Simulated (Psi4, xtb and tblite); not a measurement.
Internal rotation in C7H5NO, SMILES N#Cc1cccc(O)c1. Scanned: dihedral C6–C7–O8–H13; all other coordinates were relaxed at GFN2-xTB. Points at φ and −φ are mirror images. Heavy atoms are numbered in the order of the SMILES N#Cc1cccc(O)c1, hydrogens after them in the order of the atoms that carry them; the mirror image has the same energies with the sign of each dihedral reversed.

- GFN2-xTB (xtb and tblite)
- PBE-D3(BJ)/def2-SVP // GFN2-xTB (Psi4)

Energies relative to the lowest point of each profile, in kJ/mol:

```json
[
 {"φ / °": "-160", "GFN2-xTB": "3.0"},
 {"φ / °": "-140", "GFN2-xTB": "10.5"},
 {"φ / °": "-80", "GFN2-xTB": "24.3"},
 {"φ / °": "-40", "GFN2-xTB": "10.2"},
 {"φ / °": "-20", "GFN2-xTB": "3.4"},
 {"φ / °": "0", "GFN2-xTB": "0.8"},
 {"φ / °": "20", "GFN2-xTB": "3.4"},
 {"φ / °": "40", "GFN2-xTB": "10.2"},
 {"φ / °": "60", "GFN2-xTB": "18.4"},
 {"φ / °": "120", "GFN2-xTB": "19.1"},
 {"φ / °": "140", "GFN2-xTB": "10.5"},
 {"φ / °": "180", "GFN2-xTB": "0.0"}
]
```

**Question.** Predict the corresponding PBE-D3(BJ)/def2-SVP column.

**Answer.** -160: 2.8; -140: 9.8; -80: 22.8; -40: 9.6; -20: 3.3; 0: 0.9; 20: 3.3; 40: 9.6; 60: 17.2; 120: 17.9; 140: 9.8; 180: 0.0 (kJ/mol).
